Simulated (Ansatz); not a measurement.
Consider the ligand exchange at a B–O bond: `CB(C)O` + `N[SiH3]` → `CB(C)N[SiH3]` + H₂O.

Isolated molecules relaxed with PBE0-D4/def2-TZVP in Ansatz; ΔE leaves out vibrations. CCSD(T)/CBS is the MP2 limit (def2-TZVPP, def2-QZVPP) plus CCSD(T) − MP2 in def2-TZVPP, frozen cores. This one scheme is used for every species. DFT in def2-TZVPP. Each species was taken in one conformer, which may not be the lowest.

`CB(C)O`:

Cartesian coordinates in Å:
```
C 0.967 -1.040 0.461
B 0.172 0.042 -0.351
C -1.095 0.767 0.241
O 0.626 0.328 -1.605
H 1.680 -1.593 -0.153
H 1.530 -0.549 1.265
H 0.299 -1.749 0.958
H -1.439 1.629 -0.339
H -1.927 0.055 0.293
H -0.925 1.096 1.271
H 0.112 1.013 -2.041
```

`N[SiH3]`:

```xyz
7

N    -0.522    0.908    0.202
Si    0.349   -0.513   -0.222
H    -0.161    1.518    0.917
H    -1.529    0.885    0.229
H     1.766   -0.128   -0.452
H     0.346   -1.610    0.793
H    -0.249   -1.061   -1.467
```

`CB(C)N[SiH3]`:

Z-matrix (Å, degrees):
```
C
B 1 1.576
H 1 1.096 2 109.8
H 1 1.095 2 111.2 3 -116.4
H 1 1.094 2 114.4 3 120.9
C 2 1.578 1 120.0 3 66.7
N 2 1.415 1 120.0 3 -113.7
H 6 1.094 2 115.5 1 -168.2
H 6 1.094 2 111.2 1 -45.1
H 6 1.097 2 109.2 1 71.2
Si 7 1.739 2 127.6 1 179.6
H 7 1.010 2 116.6 1 -1.0
H 11 1.486 7 107.1 2 179.2
H 11 1.486 7 111.8 2 -61.4
H 11 1.486 7 111.8 2 59.9
```

H₂O:

Z-matrix (Å, degrees):
```
O
H 1 0.960
H 1 0.960 2 105.1
```

```json
{"species": "`CB(C)O`", "BHLYP-D4 energy (Eh)": "-180.55117"}
{"species": "`N[SiH3]`", "BHLYP-D4 energy (Eh)": "-347.27349"}
{"species": "`CB(C)N[SiH3]`", "BHLYP-D4 energy (Eh)": "-451.39579"}
{"species": "H₂O", "BHLYP-D4 energy (Eh)": "-76.42330"}
```

Q: Work out ΔE.

A: ΔE = (-451.39579) + (-76.42330) − (-180.55117) − (-347.27349) = 0.00557 Eh = +3.5 kcal/mol. CCSD(T)/CBS gives +2.2 kcal/mol.

Q: What do rigid-rotor, harmonic-oscillator terms from PBE0-D4/def2-TZVP frequencies (298.15 K, 1 bar) make of the CCSD(T)/CBS value? (Estimate.)

A: Ansatz gave: ΔZPE = -0.8 kcal/mol, ΔH = +2.0 kcal/mol, ΔS = -19 J/(mol·K), ΔG = +3.4 kcal/mol.

Largest T1 diagnostic among the species: 0.011.

From BLYP to BHLYP (50 % exact exchange), in def2-TZVPP and without D4, ΔE moves by −0.8 kcal/mol. Leaving LDA and LC-ωPBE aside and taking each functional with its dispersion term where it has one, the values, not all of them listed here, spread over 2.9 kcal/mol, from revPBE-D4 to B97M-V. LDA lies −1.2 kcal/mol from PBE without D4.
